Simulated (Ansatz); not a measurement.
Si2AsH9, closed shell: a relaxation.

Input (in.yaml):

```yaml
crystal:
  periodic: [false, false, false]
  atoms:
    - {symbol: Si, position_ang: [-0.734306, -0.438216, 0.232975]}
    - {symbol: H, position_ang: [1.289524, -0.229273, 0.615274]}
    - {symbol: H, position_ang: [-1.796452, -0.830387, -0.706281]}
    - {symbol: H, position_ang: [-1.014307, -1.016463, 1.577163]}
    - {symbol: Si, position_ang: [-0.877427, 1.935971, 0.408204]}
    - {symbol: H, position_ang: [1.732434, -0.648938, 0.588770]}
    - {symbol: As, position_ang: [1.212171, -2.084986, -0.675336]}
    - {symbol: H, position_ang: [-0.121687, 2.410583, 1.613291]}
    - {symbol: H, position_ang: [-2.299981, 2.375892, 0.533208]}
    - {symbol: H, position_ang: [-0.280852, 2.575494, -0.800023]}
    - {symbol: H, position_ang: [1.454938, -0.925488, -1.650991]}
    - {symbol: H, position_ang: [1.436045, -3.124289, -1.736155]}
basis:
  gaussian: {orbitals: def2-TZVP}
hamiltonian: {xc: pbe0, dispersion: d4}
relax: {f_tol: 0.005, max_steps: 200}
```

Launched with

```bash
ansatz run in.yaml --threads 8 --pin off --events-out ev --progress --plain --max-ram 19148MiB
```

What Ansatz 0.2.0 printed:

```
Functional definition: PBE0
  name "PBE0"
  cite "Adamo & Barone, J. Chem. Phys. 110, 6158 (1999) doi:10.1063/1.478522"
  cite "Perdew, Burke & Ernzerhof, Phys. Rev. Lett. 77, 3865 (1996) doi:10.1103/PhysRevLett.77.3865"
  parent pbe
  parameter a = 0.25
  parameter kappa = 0.804
  parameter beta = 0.06672455060314922
  exchange = (1 - a)*pbe_x(kappa = kappa, mu = beta*pi^2/3) + a*exact_x
  correlation = pbe_c(beta = beta)
1355 factors; their error is unknown
mean field evaluation 1: about -76724.6336 eV, gradient 1.8e1 eV
mean field evaluation 2: about -76724.8531 eV, gradient 1.6e1 eV
mean field evaluation 4: about -76725.5105 eV, gradient 1.1e0 eV
mean field evaluation 8: about -76725.8269 eV, gradient 4.0e-1 eV
mean field evaluation 16: about -76725.8270 eV, gradient 2.7e-5 eV
mean field -76725.82701626 eV, -2819.6221362141 hartree, gradient 2.7e-5 eV, S^2 0.000000; 0 other end points of the search recorded, 0 dependent functions left out
the calculation of the forces begins
reference -76725.82705513 eV, -2819.6221376426 hartree; 35, 35 occupied and 141, 141 virtual orbitals, 1355 factors
relax step   1: F+E_penalty+E_count = -76726.05965727 eV  Δ(F+E_penalty+E_count) = +0.000e0 eV  max|allowed force component| = 6.688e0 eV/Å  Δτ_max = 0.0000 Å  (26 SCF iters, accepted)
relax step   2: F+E_penalty+E_count = -76727.27082625 eV  Δ(F+E_penalty+E_count) = -1.211e0 eV  max|allowed force component| = 1.363e0 eV/Å  Δτ_max = 0.1949 Å  (29 SCF iters, accepted)
relax step   3: F+E_penalty+E_count = -76727.77579862 eV  Δ(F+E_penalty+E_count) = -5.050e-1 eV  max|allowed force component| = 7.914e-1 eV/Å  Δτ_max = 0.1951 Å  (29 SCF iters, accepted)
relax step   4: F+E_penalty+E_count = -76728.14419471 eV  Δ(F+E_penalty+E_count) = -3.684e-1 eV  max|allowed force component| = 5.628e-1 eV/Å  Δτ_max = 0.1984 Å  (29 SCF iters, accepted)
relax step   5: F+E_penalty+E_count = -76728.45100269 eV  Δ(F+E_penalty+E_count) = -3.068e-1 eV  max|allowed force component| = 4.316e-1 eV/Å  Δτ_max = 0.1950 Å  (29 SCF iters, accepted)
relax step   6: F+E_penalty+E_count = -76728.64960195 eV  Δ(F+E_penalty+E_count) = -1.986e-1 eV  max|allowed force component| = 3.130e-1 eV/Å  Δτ_max = 0.1950 Å  (30 SCF iters, accepted)
relax step   7: F+E_penalty+E_count = -76728.76166847 eV  Δ(F+E_penalty+E_count) = -1.121e-1 eV  max|allowed force component| = 1.674e-1 eV/Å  Δτ_max = 0.1999 Å  (30 SCF iters, accepted)
relax step   8: F+E_penalty+E_count = -76728.82920562 eV  Δ(F+E_penalty+E_count) = -6.754e-2 eV  max|allowed force component| = 1.232e-1 eV/Å  Δτ_max = 0.1999 Å  (29 SCF iters, accepted)
relax step   9: F+E_penalty+E_count = -76728.86765348 eV  Δ(F+E_penalty+E_count) = -3.845e-2 eV  max|allowed force component| = 9.832e-2 eV/Å  Δτ_max = 0.1999 Å  (29 SCF iters, accepted)
relax step  10: F+E_penalty+E_count = -76728.88172051 eV  Δ(F+E_penalty+E_count) = -1.407e-2 eV  max|allowed force component| = 8.173e-2 eV/Å  Δτ_max = 0.2000 Å  (28 SCF iters, accepted)
relax step  11: F+E_penalty+E_count = -76728.89272089 eV  Δ(F+E_penalty+E_count) = -1.100e-2 eV  max|allowed force component| = 1.725e-1 eV/Å  Δτ_max = 0.1952 Å  (30 SCF iters, accepted)
relax step  12: F+E_penalty+E_count = -76728.89578511 eV  Δ(F+E_penalty+E_count) = -3.064e-3 eV  max|allowed force component| = 1.106e-1 eV/Å  Δτ_max = 0.0637 Å  (30 SCF iters, accepted)
relax step  13: F+E_penalty+E_count = -76728.89984455 eV  Δ(F+E_penalty+E_count) = -4.059e-3 eV  max|allowed force component| = 6.462e-2 eV/Å  Δτ_max = 0.1308 Å  (29 SCF iters, accepted)
relax step  14: F+E_penalty+E_count = -76728.90332966 eV  Δ(F+E_penalty+E_count) = -3.485e-3 eV  max|allowed force component| = 2.117e-1 eV/Å  Δτ_max = 0.1896 Å  (29 SCF iters, accepted)
relax step  15: F+E_penalty+E_count = -76728.90526113 eV  Δ(F+E_penalty+E_count) = -1.931e-3 eV  max|allowed force component| = 2.714e-1 eV/Å  Δτ_max = 0.0690 Å  (29 SCF iters, accepted)
relax step  16: F+E_penalty+E_count = -76728.90792190 eV  Δ(F+E_penalty+E_count) = -2.661e-3 eV  max|allowed force component| = 3.419e-1 eV/Å  Δτ_max = 0.0665 Å  (29 SCF iters, accepted)
relax step  17: F+E_penalty+E_count = -76728.91132932 eV  Δ(F+E_penalty+E_count) = -3.407e-3 eV  max|allowed force component| = 2.904e-1 eV/Å  Δτ_max = 0.0855 Å  (29 SCF iters, accepted)
relax step  18: F+E_penalty+E_count = -76728.91438393 eV  Δ(F+E_penalty+E_count) = -3.055e-3 eV  max|allowed force component| = 2.362e-1 eV/Å  Δτ_max = 0.1005 Å  (29 SCF iters, accepted)
relax step  19: F+E_penalty+E_count = -76728.91107425 eV  Δ(F+E_penalty+E_count) = +3.310e-3 eV  max|allowed force component| = 5.453e-1 eV/Å  Δτ_max = 0.2000 Å  (28 SCF iters, rejected (line search))
relax step  20: F+E_penalty+E_count = -76728.91856939 eV  Δ(F+E_penalty+E_count) = -4.185e-3 eV  max|allowed force component| = 1.196e-1 eV/Å  Δτ_max = 0.0989 Å  (28 SCF iters, accepted)
relax step  21: F+E_penalty+E_count = -76728.92070594 eV  Δ(F+E_penalty+E_count) = -2.137e-3 eV  max|allowed force component| = 8.466e-2 eV/Å  Δτ_max = 0.0970 Å  (29 SCF iters, accepted)
relax step  22: F+E_penalty+E_count = -76728.92226073 eV  Δ(F+E_penalty+E_count) = -1.555e-3 eV  max|allowed force component| = 8.576e-2 eV/Å  Δτ_max = 0.0314 Å  (30 SCF iters, accepted)
relax step  23: F+E_penalty+E_count = -76728.92343254 eV  Δ(F+E_penalty+E_count) = -1.172e-3 eV  max|allowed force component| = 2.861e-2 eV/Å  Δτ_max = 0.0595 Å  (29 SCF iters, accepted)
relax step  24: F+E_penalty+E_count = -76728.92341525 eV  Δ(F+E_penalty+E_count) = +1.729e-5 eV  max|allowed force component| = 1.202e-1 eV/Å  Δτ_max = 0.0578 Å  (29 SCF iters, rejected (line search))
relax step  25: F+E_penalty+E_count = -76728.92321342 eV  Δ(F+E_penalty+E_count) = +2.191e-4 eV  max|allowed force component| = 5.697e-2 eV/Å  Δτ_max = 0.0288 Å  (30 SCF iters, rejected (line search))
relax step  26: F+E_penalty+E_count = -76728.92374927 eV  Δ(F+E_penalty+E_count) = -3.167e-4 eV  max|allowed force component| = 4.415e-3 eV/Å  Δτ_max = 0.0143 Å  (30 SCF iters, accepted)
relax step  27: F+E_penalty+E_count = -76728.92376292 eV  Δ(F+E_penalty+E_count) = -1.365e-5 eV  max|allowed force component| = 9.613e-2 eV/Å  Δτ_max = 0.0459 Å  (29 SCF iters, accepted)
relax step  28: F+E_penalty+E_count = -76728.92401616 eV  Δ(F+E_penalty+E_count) = -2.532e-4 eV  max|allowed force component| = 2.395e-2 eV/Å  Δτ_max = 0.0074 Å  (31 SCF iters, accepted)
relax step  29: F+E_penalty+E_count = -76728.92409535 eV  Δ(F+E_penalty+E_count) = -7.919e-5 eV  max|allowed force component| = 1.078e-2 eV/Å  Δτ_max = 0.0316 Å  (30 SCF iters, accepted)
relax step  30: F+E_penalty+E_count = -76728.92410563 eV  Δ(F+E_penalty+E_count) = -1.028e-5 eV  max|allowed force component| = 7.092e-3 eV/Å  Δτ_max = 0.0147 Å  (30 SCF iters, accepted)
relax step  31: F+E_penalty+E_count = -76728.92414478 eV  Δ(F+E_penalty+E_count) = -3.915e-5 eV  max|allowed force component| = 3.630e-3 eV/Å  Δτ_max = 0.0096 Å  (31 SCF iters, accepted)
Total energy: -76728.92418422 eV, -2819.7359550371 hartree
Atom 0 at    -1.048608    -0.719172    -0.163691 Å, force     0.000130    -0.002582    -0.002621 eV/Å
Atom 1 at     2.805095     0.516232     2.164593 Å, force    -0.000897    -0.003630    -0.002407 eV/Å
Atom 2 at    -2.119247    -1.032055    -1.149591 Å, force    -0.001058     0.000312     0.001307 eV/Å
Atom 3 at    -1.394755    -1.380232     1.124688 Å, force    -0.000415     0.000756     0.000966 eV/Å
Atom 4 at    -0.892550     1.591881     0.147768 Å, force     0.000447     0.001037    -0.001770 eV/Å
Atom 5 at     2.687902    -0.000445     1.637937 Å, force     0.000489     0.003176     0.002938 eV/Å
Atom 6 at     1.069302    -1.548588    -0.834959 Å, force     0.002853     0.000622    -0.003221 eV/Å
Atom 7 at     0.137463     1.897612     1.175609 Å, force     0.000419     0.000266     0.000545 eV/Å
Atom 8 at    -2.195983     2.158716     0.587474 Å, force    -0.000128    -0.001490     0.000284 eV/Å
Atom 9 at    -0.496744     2.242629    -1.130585 Å, force    -0.000001     0.000199     0.000080 eV/Å
Atom 10 at     0.965644    -0.875993    -2.197005 Å, force    -0.000307    -0.000794     0.002587 eV/Å
Atom 11 at     0.482581    -2.850684    -1.362138 Å, force    -0.001533     0.002129     0.001312 eV/Å
Dipole moment:    -0.078994    -0.019143    -0.058272 e Å

[the SCF lines of later steps are left out]
```

The lines “mean field evaluation” count trial sets of orbitals through the whole run, from several starts and some on an approximate energy, so they need not fall steadily or lie above the final value.

Hardware: 8 CPU threads of an Arm Neoverse V1, shared host. Wall time about 59 s.
